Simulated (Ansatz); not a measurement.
`C=N[SiH2][SeH]` → `[SeH]C1N[SiH2]1`  (isomerisation)

Program: Ansatz. Geometries: PBE0-D4/def2-TZVP. ΔE: electronic, gas phase. CCSD(T)/CBS adds triple-zeta CCSD(T) − MP2 to the extrapolated MP2 energy (def2 sets, frozen cores). Functionals use def2-TZVPP. B3LYP here is the variant with VWN-RPA as its local correlation; programs differ in this. HSE06 is defined as in plane-wave codes. For Se outer-core shells are correlated without core-valence functions, which leaves a few kJ/mol of doubt a bond. Scalar relativity is left out up to krypton. One conformer a species, not always the lowest.

`C=N[SiH2][SeH]`:

```xyz
9

C     0.701   -1.110    1.084
N    -0.469   -0.709    0.859
Si   -0.978    0.323   -0.439
Se    0.670    1.015   -1.869
H     1.569   -0.841    0.463
H     0.901   -1.767    1.938
H    -1.631    1.501    0.174
H    -1.923   -0.446   -1.280
H     1.158    2.034   -0.931
```

`[SeH]C1N[SiH2]1`:

```xyz
9

Se    1.557    0.206   -1.584
C    -0.077    0.004   -0.570
N    -0.054   -0.848    0.630
Si   -0.345    0.784    1.069
H     1.528   -1.133   -2.196
H    -0.944   -0.090   -1.222
H    -0.667   -1.649    0.650
H     0.714    1.470    1.834
H    -1.712    1.256    1.389
```

```csv
level,ΔE (kJ/mol),difference from CCSD(T)/CBS
LDA (SPW92),125.9,-37.7
revPBE-D4,151.7,-11.9
BLYP-D4,169.3,5.7
r2SCAN-D4,156.6,-7.0
B97M-V,158.1,-5.5
PBE0-D4,150.6,-13.0
B3LYP-D4,169.5,5.9
r2SCANh-D4,156.7,-6.9
r2SCAN0-D4,156.7,-6.9
BHLYP-D4,175.4,11.8
CAM-B3LYP-D4,164.8,1.2
ωB97X-V,156.6,-7.0
ωB97M-V,159.0,-4.6
B2PLYP,167.2,3.6
PBE-QIDH,152.6,-11.0
PBE,148.3,-15.3
revPBE,154.4,-9.2
BLYP,170.3,6.7
r2SCAN,156.5,-7.1
B3LYP,169.8,6.2
r2SCANh,156.5,-7.1
r2SCAN0,156.6,-7.0
HSE06,150.3,-13.3
CAM-B3LYP,164.6,1.0
LC-ωPBE,144.9,-18.7
RPA@PBE/def2-TZVPP,162.3,-1.3
MP2/def2-SVP,168.1,4.5
CCSD/def2-SVP,176.8,13.2
CCSD(T)/def2-SVP,175.6,12.0
HF/def2-TZVPP,201.3,37.7
MP2/def2-TZVPP,155.2,-8.4
SCS-MP2/def2-TZVPP,164.1,0.5
CCSD/def2-TZVPP,166.5,2.9
CCSD(T)/def2-TZVPP,163.8,0.2
HF/def2-QZVPP,200.1,36.5
MP2/def2-QZVPP,154.6,-9.0
SCS-MP2/def2-QZVPP,163.5,-0.1
HF/CBS(def2),199.9,36.3
MP2/CBS(def2),154.9,-8.7
CCSD/CBS(def2),166.2,2.6
CCSD(T)/CBS,163.6,0
```

(1) What do rigid-rotor, harmonic-oscillator terms from PBE0-D4/def2-TZVP frequencies (298.15 K, 1 bar) make of the CCSD(T)/CBS value? (Estimate.)

Largest T1 diagnostic among the species: 0.012.

## Answers

(1) The calculation gave: ΔZPE = +0.9 kJ/mol, ΔH = +162.9 kJ/mol, ΔS = -13 J/(mol·K), ΔG = +166.9 kJ/mol.

Leaving LDA and LC-ωPBE aside and taking each functional with its dispersion term where it has one, the values, not all of them listed here, spread over 27.2 kJ/mol, from PBE-D4 to BHLYP-D4. LDA lies −22.3 kJ/mol from PBE without D4. From BLYP to BHLYP (50 % exact exchange), in def2-TZVPP and without D4, ΔE moves by +5.0 kJ/mol. In def2-TZVPP, CCSD(T) changes the Hartree–Fock value by −37.5 kJ/mol (the triples alone add −2.7 kJ/mol) and MP2 by −46.1 kJ/mol.

CCSD(T)/CBS has its own doubt, a few kJ/mol and more with outer-core shells, so smaller differences from it don't rank the levels.
